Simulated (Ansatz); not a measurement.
```yaml
crystal:
  periodic: [false, false, false]
  atoms:
    - {symbol: C, position_ang: [0.206841, 1.400494, 1.521505]}
    - {symbol: C, position_ang: [0.181987, -0.048680, 1.944868]}
    - {symbol: In, position_ang: [-0.104377, -1.524016, 0.331643]}
    - {symbol: C, position_ang: [-0.290975, -0.881019, -1.643746]}
    - {symbol: C, position_ang: [-0.132887, 0.415526, -2.211586]}
    - {symbol: H, position_ang: [0.509141, 1.942308, 2.398649]}
    - {symbol: H, position_ang: [0.896691, 1.601311, 0.887758]}
    - {symbol: H, position_ang: [-0.683948, 1.863620, 1.079712]}
    - {symbol: H, position_ang: [-0.616573, -0.283795, 2.808502]}
    - {symbol: H, position_ang: [1.159076, -0.367258, 2.447690]}
    - {symbol: H, position_ang: [-0.234890, -3.198112, 1.036035]}
    - {symbol: H, position_ang: [0.500747, -1.636061, -2.236460]}
    - {symbol: H, position_ang: [-1.248264, -1.357201, -2.012431]}
    - {symbol: H, position_ang: [-0.156087, 0.610580, -3.028111]}
    - {symbol: H, position_ang: [-1.004821, 1.165040, -1.556151]}
    - {symbol: H, position_ang: [0.852664, 0.934685, -1.691768]}
basis:
  gaussian: {orbitals: def2-mTZVPP}
magnetization: {spin_polarized: true, initial_magnetization: 0}
hamiltonian: {xc: {name: wB97M-V}}
```

```sh
$ ansatz run in.yaml --threads 4 --pin off --events-out ev --progress --plain --max-ram 11315MiB
```

Shortened log:

```
Functional definition: wB97M-V
1772 factors; their error is unknown
391 factors; integrals over basis functions are off by at most 5.6e-6 eV
mean field evaluation 1: about -9484.9170 eV, gradient 4.3e1 eV
mean field evaluation 2: about -9486.5148 eV, gradient 3.8e1 eV
mean field evaluation 4: about -9493.5407 eV, gradient 1.0e0 eV
mean field evaluation 8: about -9493.5443 eV, gradient 2.4e-1 eV
mean field evaluation 16: about -9493.5446 eV, gradient 1.7e-4 eV
mean field -9493.54457459 eV, -348.8813281605 hartree, gradient 6.2e-5 eV, S^2 0.000000; 0 other end points of the search recorded, 0 dependent functions left out
reference -9493.54465253 eV, -348.8813310248 hartree; 28, 28 occupied and 139, 139 virtual orbitals, 1772 factors
Total energy: -9493.54465253 eV, -348.8813310248 hartree
```

Run time 16 s (4 threads of an Arm Neoverse V2 on a shared host); peak host memory 1 GiB.
